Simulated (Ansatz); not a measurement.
AlBH₄SSi (`[BH2][Al]1[SiH2][S]1`), relaxed with RKS PBE-D4/def2-SVP in Ansatz 0.2.0 from a rough embedded geometry. The force threshold is 0.03 eV/Å; the program also tests the step.

The species carries charge 0 and has multiplicity 1.

Start:

```xyz
8

B     1.082   -0.848    1.791
Al    0.467   -0.020    0.073
Si   -1.179    0.707   -1.388
S     0.810    0.857   -2.038
H     2.289   -0.970    2.041
H     0.337   -1.217    2.668
H    -1.933   -0.415   -2.108
H    -1.874    1.905   -1.038
```

```tsv
step	energy (eV)	largest force (eV/Å)	largest move (Å)
1	-26028.1007	1.937	0.000
2	-26028.6016	0.705	0.198
3	-26028.7069	0.593	0.195
4	-26028.7288	0.128	0.045
5	-26028.7579	0.240	0.200
6	-26028.7816	0.381	0.195
7	-26028.7904	0.732	0.196
8	-26028.8671	0.221	0.200
9	-26028.9037	0.090	0.200
10	-26028.9193	0.112	0.200
11 (rejected)	-26028.9106	0.189	0.136
12	-26028.9227	0.019	0.068
13 (rejected)	-26028.9214	0.163	0.047
14	-26028.9233	0.017	0.022
15	-26028.9238	0.017	0.036
```

End:

```xyz
8

B     1.226   -0.865    1.886
Al    0.296   -0.148    0.154
Si   -1.291    0.769   -1.344
S     0.738    0.172   -1.996
H     1.815   -0.114    2.643
H     1.142   -2.035    2.211
H    -2.376   -0.019   -2.029
H    -1.550    2.241   -1.525
```

It took 25 s on 2 threads of an Arm Neoverse V2 on a shared host, with 0.14 GiB of host memory at the peak.
